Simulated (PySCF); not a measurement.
**Excitation energy of Ga⁺ by level of theory**

Ga⁺ [Ar] 3d10 4s2 (1S) → Ga⁺ [Ar] 3d10 4s1 4d1 (3D), as a difference of total energies. Calculation: PySCF 2.14, in aug-cc-pwCVTZ-PP with ECP10MDF; scalar relativity through the core potential. Correlated levels: valence: 3s2 3p6 3d10 frozen; valence and next inner shell: nothing frozen outside the core potential. The calculations carry no spin-orbit coupling.

```csv
method,excitation energy (eV)
UHF,12.603
LDA,14.173
PBE,13.679
PBE0,13.541
r2SCAN,13.780
r2SCANh,13.736
M06-L,13.844
B97-3,13.801
wB97X,14.334
MP2 (valence),13.243
SCS-MP2 (valence),13.461
MP2 (valence and next inner shell),14.097
SCS-MP2 (valence and next inner shell),14.162
```

**Question.** How much does correlation contribute at MP2 (valence and next inner shell)?

**Answer.** 14.097 − (12.603) = 1.494 eV, measured against UHF.

Errors of the correlated levels include the incompleteness of this basis and the frozen core.

For comparison: 14.116 eV (measured; NIST levels, between the centres of gravity of the two terms).
